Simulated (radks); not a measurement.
Problem. Hg3+, configuration [Xe] 4f14 5d9. Calculated with a radial shooting solver on a logarithmic mesh with Libxc functionals: Dirac Kohn-Sham, PBE, spin-unpolarised, spherical densities, point nucleus; open shells are shared between the two j in proportion to 2j + 1. Some entries of the table are withheld. Estimate them.

| orbital | occ. | eigenvalue (eV) | <r> (bohr) |
|---|---|---|---|
| 1s1/2 | 2 | -83082.88 | 0.01658 |
| 2s1/2 | 2 | (1) | 0.06923 |
| 2p1/2 | 2 | -14141.65 | 0.05692 |
| 2p3/2 | 4 | -12193.55 | 0.06560 |
| 3s1/2 | 2 | -3523.880 | 0.1801 |
| 3p1/2 | 2 | -3254.649 | 0.1704 |
| 3p3/2 | 4 | -2823.129 | 0.1863 |
| 3d3/2 | 4 | -2378.590 | 0.1621 |
| 3d5/2 | 6 | -2286.154 | 0.1670 |
| 4s1/2 | 2 | -801.6334 | 0.3990 |
| 4p1/2 | 2 | -686.2928 | 0.4011 |
| 4p3/2 | 4 | -582.0958 | 0.4353 |
| 4d3/2 | 4 | -393.9150 | 0.4424 |
| 4d5/2 | 6 | -374.4925 | 0.4536 |
| 5s1/2 | 2 | (2) | 0.9008 |
| 4f5/2 | 6 | -132.3574 | 0.4790 |
| 4f7/2 | 8 | -128.1627 | 0.4858 |
| 5p1/2 | 2 | (3) | 0.9684 |
| 5p3/2 | 4 | (4) | 1.062 |
| 5d3/2 | 3.6 | -43.7031 | 1.361 |
| 5d5/2 | 5.4 | -41.6325 | 1.405 |

Solution. 
(1) 2s1/2 eigenvalue (eV): -14740.78
(2) 5s1/2 eigenvalue (eV): -152.0794
(3) 5p1/2 eigenvalue (eV): -113.9704
(4) 5p3/2 eigenvalue (eV): -95.5370
